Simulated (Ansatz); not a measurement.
The same path of Cl$_{3}$H$_{3}$O$_{2}$Sn (9 atoms, charge 0, multiplicity 1) was run twice with different band settings. Lost on the way: Sn1–Cl2, O7–H9. Made: Cl2–H9.

Method: RKS PBE0/def2-SVP in Ansatz 0.2.0.

Relaxed end points:

```xyz
9
Properties=species:S:1:pos:R:3
Sn 0.072 -0.007 0.031
Cl -0.190 0.328 2.354
Cl 2.170 0.406 -0.867
O -0.908 1.524 -0.731
H -1.862 1.384 -0.675
Cl -1.232 -1.804 -0.794
O 1.197 -1.950 0.967
H 0.647 -2.700 0.695
H 1.063 -1.857 1.923
```

```xyz
9
Properties=species:S:1:pos:R:3
Sn 0.297 -0.473 -0.702
Cl -1.000 -0.107 2.807
Cl 2.030 -0.058 -2.178
O -0.537 1.199 -0.165
H -0.876 1.105 0.745
Cl -1.157 -2.010 -1.665
O 0.999 -1.314 0.965
H 1.213 -2.253 0.878
H -0.012 -0.765 2.218
```

Common settings: spring 5.0 eV/Å²; optimiser quadratic models (default); start path through a guess of the saddle point; force threshold 0.03 eV/Å; iteration limit 60; end points relaxed.

| run | movable images | climbing image |
| --- | --- | --- |
| 1 | 7 | yes |
| 2 | 4 | no |

(1) What does each run give, and how far can it be trusted?

Results:

(1) Run 1: converged after 22 iterations, highest image 0.887 eV above the first end. A vibrational analysis at the climbing image gives one clearly imaginary mode, 389i cm⁻¹: a first-order saddle point.
Run 2: converged after 37 iterations, highest image 0.792 eV above the first end. No image climbed, so the highest image needn't sit at the top of the path.
The orbitals stay closed-shell, which can raise the energy where a bond breaks towards radicals; this wasn't checked here.
